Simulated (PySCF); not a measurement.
**Calculated NMR parameters of C#C[C@@]1([SiH3])C[C@H]1F**

```
Formula                               : C5H7FSi
SMILES                                : C#C[C@@]1([SiH3])C[C@H]1F
InChI                                 : InChI=1S/C5H7FSi/c1-2-5(7)3-4(5)6/h1,4H,3H2,7H3/t4-,5-/m1/s1
Point group of the computed structure : C1
Degrees of unsaturation               : 3
Carbon signals                        : 5
Proton signals                        : 5
```

Atom-mapped SMILES (the numbers label the heavy atoms): `[CH:1]#[C:2][C@@:3]1([SiH3:4])[CH2:5][C@H:6]1[F:7]` (H(Xn): hydrogen on atom n). Ha(C5) is cis to F7 on the ring; Hb(C5) is trans to F7 on the ring.

- geometry from GFN2-xTB
- NMR shieldings at PBE0/pcSseg-1/GIAO
- code: PySCF
- fast rotation and ring inversion assumed for equivalent nuclei, single conformer, no solvent model, relativity neglected

References, each an isolated molecule treated in the same way: 1H (σ = 31.72 ppm) and 13C (σ = 186.93 ppm) and 29Si (σ = 349.16 ppm) vs TMS; CFCl3 for 19F (σ = 170.95 ppm).

```tsv
carbon	δC, type	δH (multiplicity)	HMBC from (2–3 bonds)	span of the C tensor (ppm)
C1	72.5, CH	1.23 (s)	–	229
C2	87.3, C	–	H(C6), H(Si4), Ha(C5), H(C1), Hb(C5)	298
C3	2.4, C	–	H(C6), H(Si4), Ha(C5), H(C1), Hb(C5)	74
C5	21.0, CH2	Hb(C5) 0.81 (m); Ha(C5) 1.30 (m)	H(C6), H(Si4)	62
C6	78.1, CH	4.42 (m)	H(Si4), Ha(C5), Hb(C5)	128
```

Other nuclei:
| atoms | nucleus | environment | δ (ppm) | σ (ppm) |
| --- | --- | --- | --- | --- |
| H(Si4) | 1H | hydrogen on a silicon bonded to C | 3.93 | 27.79 |
| F7 | 19F | fluorine on an sp3 carbon | -233.9 | 404.8 |
| Si4 | 29Si | silicon bonded to C, 3 H | -57.2 | 406.4 |

- Carbon types of the structure: 2 × C, 2 × CH, 1 × CH2, leaving 3 H on heteroatoms.
- δC 87.3: alkyne carbon; sp carbons lie upfield of alkene carbons because the cylindrical π system leaves one tensor component strongly shielded.
- δC 78.1, 21.0, 2.4: three-membered-ring carbon.
- δC 72.5: terminal alkyne carbon; sp carbons lie upfield of alkene carbons because the cylindrical π system leaves one tensor component strongly shielded.
- δH 4.42, 1.30, 0.81: hydrogen on a three-membered-ring carbon.
- δH 1.23: hydrogen on a terminal alkyne carbon; it lies on the axis of the triple bond, in its shielding cone.

Splittings by 19F in the carbon and heteronuclear signals aren't shown, as no couplings were computed. Shifts are as computed. Against solution values, carbons near 30 ppm lie about +3 ppm off and those near 130 ppm about +5 ppm. Of 1309 compounds with measured shifts, 239 miss one by over three times the rms of a fit or turn the order of signals round; such compounds aren't used in these exercises. Unscaled 19F shifts against computed CFCl3 carry errors that often reach 10 to 50 ppm. Multiplicities follow the n + 1 count of equivalent neighbours, as no J values were calculated; m marks all less simple cases, F and P coupling included.
